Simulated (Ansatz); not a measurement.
Stepwise reaction of `[OH][In]([OH])[F]` with hydrogen sulfide, as a gas-phase model of exchange steps in deposition or etching. ΔE in kJ/mol.

Calculated with Ansatz (gas phase, PBE0-D4/def2-TZVP geometries, no zero-point term in ΔE). CCSD(T)/CBS is the MP2 limit (def2-TZVPP, def2-QZVPP) plus CCSD(T) − MP2 in def2-TZVPP, frozen cores. This one scheme is used for every species. Functionals use def2-TZVPP. B3LYP here is the variant with VWN-RPA as its local correlation; programs differ in this. Elements past krypton have def2 core potentials. For In outer-core shells are correlated without core-valence functions, which leaves a few kJ/mol of doubt a bond. Each species was taken in one conformer, which may not be the lowest.

```tsv
step	reaction	PBE-D4	B3LYP-D4	ωB97M-V	CCSD(T)/CBS
1	`[OH][In]([OH])[F]` + H₂S → `[OH][In]([F])[SH]` + H₂O	-73.6	-72.2	-72.9	-72.9
```

Problem. Give the row of step 2, `[OH][In]([F])[SH]` + H₂S → `[F][In]([SH])[SH]` + H₂O. (An estimate is asked.)

Solution. The calculation gave: 
```csv
step,reaction,PBE-D4,B3LYP-D4,ωB97M-V,CCSD(T)/CBS
2,`[OH][In]([F])[SH]` + H₂S → `[F][In]([SH])[SH]` + H₂O,-65.1,-63.9,-64.2,-65.3
```

Problem. By hand: ΔE of the 2 steps together at CCSD(T)/CBS.

Solution. (-72.9) + (-65.3) = -138.2 kJ/mol, or -69.1 kJ/mol a step.

In ΔE each step is higher than the one before. All are downhill at CCSD(T)/CBS. PBE-D4 differs from CCSD(T)/CBS by -0.7 to 0.2 kJ/mol a step. Isolated molecules leave out the surface, adducts and barriers. Largest T1 diagnostic: 0.017.
